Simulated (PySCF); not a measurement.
**State search for SnI⁺**

Unrestricted PBE0; Sn cc-pVDZ-PP with ECP28, I cc-pVDZ-PP with ECP28; scalar-relativistic core potentials (PySCF 2.14). Outer shells of the fragments: Sn+ 4d10 5s2 5p1; I 4d10 5s2 5p5.

Followed along the bond (rough minima from three points):

| 2Ms+1 | unpaired | ⟨S²⟩ at the start | R at minimum (Å) | Te (eV) |
| --- | --- | --- | --- | --- |
| 1 | none | 0.00 | 2.62 | 0.00 |
| 3 | π ↑↑ | 2.01 | none in the scan | ≤ 2.50 |

Solutions found at the starting distance of 2.760 Å, counted from the lowest of them; the search is not exhaustive and high or unbound solutions are not listed, so other states can lie among these:

```
2Ms+1    unpaired   term  E (eV)  ⟨S²⟩  ⟨Lz²⟩  μ (D)
    1        none    ¹Σ⁺    0.00  0.00   0.00  -5.27
    3        π ↑↑  mixed    2.61  2.01   2.01  -0.75
    3        π ↑↑  mixed    2.76  2.00   2.01  -0.84
    1        π ↑↓  mixed    2.77  1.01   2.01  -0.86
    3    σ ↑, π ↑     ³Π    2.94  2.01   1.01  -3.18
    1    σ ↓, π ↑  mixed    3.16  1.01   1.01  -2.98
    3    σ ↑, π ↑     ³Π    4.64  2.00   1.01  -1.38
    1    σ ↓, π ↑  mixed    4.76  1.01   1.01  -1.45
    3        σ ↑↑    ³Σ⁺    4.77  2.00   0.00  -3.30
    1  σ ↓, π ↑↑↓  mixed    7.18  2.01   3.01   2.05
```

A term symbol is given only where ⟨S²⟩ and ⟨Lz²⟩ are close to those of a pure state; real π, δ and φ orbitals otherwise mix terms. A positive dipole points towards I; it is taken about the centre of mass and depends on that origin.

Spin–orbit coupling is left out. Counting both spins, an empty level lies below a filled one in some of these solutions, because spin and occupation are held.
